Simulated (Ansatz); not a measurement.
Species: C$_{2}$Cl$_{5}$, charge 0, multiplicity 2. It need not be the lowest isomer of its formula. 
Structure (B3LYP-D3(BJ)/def2-TZVP (Ansatz, a program for electronic structure) minimum search):
```xyz
7

C      0.9051     0.0651    -0.1872
C     -0.5849     0.0456    -0.0727
Cl    -1.2485     1.6971    -0.1753
Cl    -1.3056    -0.9425    -1.3699
Cl    -1.0691    -0.6709     1.5335
Cl     1.7837     1.2594     0.6495
Cl     1.7265    -1.3822    -0.5460
```
Charge 0, spin multiplicity 2.

Parts of the frozen-core correlation energy in STO-3G (Ansatz, hartree). Frozen orbitals: 27; correlated occupied orbitals by spin: 22 and 21; virtual: 6 and 7. UHF or UKS for open shells. Spin-orbit coupling is left out. Non-relativistic.

```
term                             value
-------------------------  -----------
reference (HF)             -2347.61676
MP2 opposite-spin             -0.11707
MP2 same-spin                 -0.02651
CCSD correlation              -0.17489
(T)                           -0.00374
T1 diagnostic                    0.009
largest doubles amplitude        0.038
<S^2> of the reference           0.772
```
